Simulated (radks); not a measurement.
Task: W2+, configuration [Xe] 4f14 5d4. Calculated with a radial shooting solver on a logarithmic mesh with Libxc functionals: Dirac Kohn-Sham, exchange-only LDA, spin-unpolarised, spherical densities, point nucleus; open shells fill j = l - 1/2 first. Some entries of the table are withheld. Estimate them.

orbital  occ.  eigenvalue (hartree)  r(max) (bohr)  <r> (bohr)
1s1/2       2             -2548.721        0.01146     0.01835
2s1/2       2             -440.0545        0.06591     0.07698
2p1/2       2             -420.9392        0.04897     0.06367
2p3/2       4             -371.2782        0.05581     0.07163
3s1/2       2             -101.7119         0.1857      0.2007
3p1/2       2             -93.18630            (1)      0.1907
3p3/2       4             -82.45141            (2)      0.2054
3d3/2       4             -68.05630         0.1470      0.1797
3d5/2       6             -65.72019         0.1509      0.1843
4s1/2       2             -21.36218         0.4212      0.4497
4p1/2       2             -17.82878         0.4208      0.4547
4p3/2       4             -15.33223         0.4506      0.4883
4d3/2       4              -9.52073            (3)      0.5050
4d5/2       6              -9.06082            (4)      0.5166
5s1/2       2              -3.42573            (5)       1.069
5p1/2       2              -2.37785          1.033         (6)
5p3/2       4              -2.01498          1.119         (7)
4f5/2       6              -1.78362         0.4255      0.6037
4f7/2       8              -1.70138         0.4305      0.6135
5d3/2       4              -0.69983          1.464         (8)
5d5/2       0              -0.67004          1.510         (9)

Result: 
(1) 3p1/2 r(max) (bohr): 0.1738
(2) 3p3/2 r(max) (bohr): 0.1879
(3) 4d3/2 r(max) (bohr): 0.4471
(4) 4d5/2 r(max) (bohr): 0.4566
(5) 5s1/2 r(max) (bohr): 0.9631
(6) 5p1/2 <r> (bohr): 1.178
(7) 5p3/2 <r> (bohr): 1.283
(8) 5d3/2 <r> (bohr): 1.875
(9) 5d5/2 <r> (bohr): 1.937
